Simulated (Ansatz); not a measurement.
This geometry of ClFGaH3 (6 atoms, charge 0, multiplicity 1) is a first-order saddle point.

Method: Ansatz, RKS B3LYP-D4/def2-SVP.

```xyz
6
Properties=species:S:1:pos:R:3
Ga -0.044 -0.270 -0.106
H -0.170 0.209 1.599
H 1.305 0.018 -0.807
Cl -1.988 -0.163 -1.022
F 0.021 -1.857 1.088
H -0.097 -0.825 1.665
```

(1) Which two structures does it join? (They come from a converged band through this point; their orientation in space is the band's.)

(2) How far does it lie above each of them?

## Answers

(1) Bonds broken: Ga1–H2, F5–H6. Bonds formed: H2–H6. ClFGaH3 becomes ClFGaH + H2.

Image 0:

```xyz
6
Properties=species:S:1:pos:R:3
Ga 0.208 0.194 0.240
H 0.139 1.123 1.486
H 1.322 -0.083 -0.812
Cl -1.831 -0.460 -0.467
F 0.025 -1.802 1.192
H -0.837 -1.860 0.779
```

Image 6:

```xyz
6
Properties=species:S:1:pos:R:3
Ga 0.012 -0.732 -0.375
H -0.258 0.501 1.934
H 1.292 0.072 -0.701
Cl -1.961 -0.256 -1.077
F 0.097 -2.240 0.523
H -0.155 -0.233 2.114
```

(2) 70.5 kJ/mol above the first and 96.8 kJ/mol above the second. This is the barrier of this one path; another mechanism may lie lower. The orbitals stay closed-shell, which can raise the energy where a bond breaks towards radicals; this wasn't checked here.

Time of the run: 3.1 min on 1 thread of Arm Neoverse V1, on a shared host, peak memory 0.16 GiB.
